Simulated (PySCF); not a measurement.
Gas-phase reaction: 2 GaH₃ + 3 O₂ ⇌ 2 GaOH + 2 H₂O₂, at 1000 K and a standard pressure of 1 bar. Level: LDA/def2-TZVP†.

Energies from PySCF, thermal terms from the rigid-rotor harmonic-oscillator model, ideal gas at 1 bar. S°(298 K) at PBE0/def2-TZVP differs from the NASA 1993 table for H₂O₂ (-8 J/mol/K); whether the harmonic model or the table's entry is off was not settled. † marks an energy on the PBE0/def2-TZVP geometry and frequencies. Open shells (unrestricted): O₂ (multiplicity 3); the rest are closed-shell singlets. Ga: all electrons, no relativistic terms. No R ln 2 is added for the mirror-image form of H₂O₂. GaH₃, GaOH: computed as isolated molecules; such fragments, hydroxides, amides, oligomers or adducts are transient or little studied in the gas. The harmonic model lacks anharmonicity and excited electronic states, which grow with temperature; levels with a mode under 35 cm⁻¹ are left out. Internal rotation in H₂O₂ is treated as a harmonic vibration of one conformer, which makes the entropy rough.

| species | E (Ha) | H(1000 K) − E (kJ/mol) | S°(1000 K) (J/mol/K) |
|---|---|---|---|
| GaH₃ | -1923.56118 | 100.4 | 285.6 |
| O₂ | -149.32985 | 41.3 | 242.7 |
| GaOH | -1997.19403 | 74.3 | 304.3 |
| H₂O₂ | -150.53711 | 119.4 | 289.4 |
E: electronic energy; H − E holds the zero-point and thermal terms. 1 Ha = 2625.5 kJ/mol.

Problem. Work out ΔH°, ΔS°, ΔG° and log10 K from these numbers.

Solution. 1. ΔE = 2×(-1997.19403) + 2×(-150.53711) − 2×(-1923.56118) − 3×(-149.32985) = -0.35037 Ha = -919.9 kJ.
2. Δ(H − E) = 2×(74.3) + 2×(119.4) − 2×(100.4) − 3×(41.3) = 62.7 kJ, so ΔH° = -857.2 kJ.
3. ΔS° = 2×(304.3) + 2×(289.4) − 2×(285.6) − 3×(242.7) = -111.9 J/K; the number of gas molecules changes by -1.
4. ΔG° = ΔH° − TΔS° = -857.2 − 1000×(-111.9)/1000 = -745.3 kJ.
5. log10 K = −ΔG°/(RT ln 10) = 38.94, with RT ln 10 = 19.14 kJ/mol; at standard pressures the products are favoured.
6. A shift of 10 kJ in ΔE would move log10 K by 0.52 here.
For scale, ΔH°(298 K) is -851 kJ at this level, -791 kJ at ωB97M-V/def2-TZVP†, and runs from -1842 to -440 kJ over the 19 levels computed.
